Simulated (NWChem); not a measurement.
Species: C3H7O2, doublet; SMILES CC(CO)[O]

```xyz
12

C      1.3843    -0.7539     0.1199
C     -0.0763    -0.5336    -0.2658
O     -0.8688    -1.6055    -0.0270
C     -0.6726     0.7607     0.2901
O      0.0817     1.8390    -0.1908
H      1.4622    -0.9121     1.2069
H      1.7852    -1.6414    -0.3887
H      1.9820     0.1279    -0.1475
H     -0.1142    -0.4339    -1.3823
H     -0.6616     0.7009     1.3977
H     -1.7320     0.8032    -0.0281
H     -0.2371     2.6479     0.2191
```
Atoms are numbered in this order, from 1.

Computed with NWChem. Pople sets run with spherical d functions. Spin-unrestricted. Structure relaxed at the PBE0/def2-SVP, spin-unrestricted level. No frequency run checked for a minimum. No stability test was run on the SCF state.

Q: Predict the results for HCTH/407/6-31G*. Quantities: highest occupied level (eV); lowest empty minus highest occupied level, either spin (eV); dipole (D); <S²>.

A: 
```json
{
  "highest occupied level (eV)": "-5.50",
  "lowest empty minus highest occupied level, either spin (eV)": "0.69",
  "dipole (D)": "2.10",
  "<S²>": "0.753"
}
```
